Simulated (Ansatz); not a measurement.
Consider the substitution at a C–C bond: `BC(C)C=N` + H₂Se → `BC(C)[SeH]` + `C=N`.

Isolated molecules relaxed with PBE0-D4/def2-TZVP in Ansatz; ΔE leaves out vibrations. CCSD(T)/CBS adds triple-zeta CCSD(T) − MP2 to the extrapolated MP2 energy (def2 sets, frozen cores). This one scheme is used for every species. Functionals use def2-TZVPP. For Se outer-core shells are correlated without core-valence functions, which leaves a few kJ/mol of doubt a bond. Scalar relativity is left out up to krypton. Each species was taken in one conformer, which may not be the lowest.

```json
{"level": "ωB97X-V", "ΔE (kJ/mol)": "29.2"}
{"level": "r2SCAN", "ΔE (kJ/mol)": "30.7"}
```

Task: What does CCSD(T)/CBS give? (An estimate is asked.)

Result: Ansatz gave: +23.4 kJ/mol. The listed levels differ from it by 5.8, 7.3 kJ/mol.

Largest T1 diagnostic among the species: 0.012.

In def2-TZVPP, CCSD(T) changes the Hartree–Fock value by −5.5 kJ/mol (the triples alone add −0.9 kJ/mol) and MP2 by −6.7 kJ/mol.
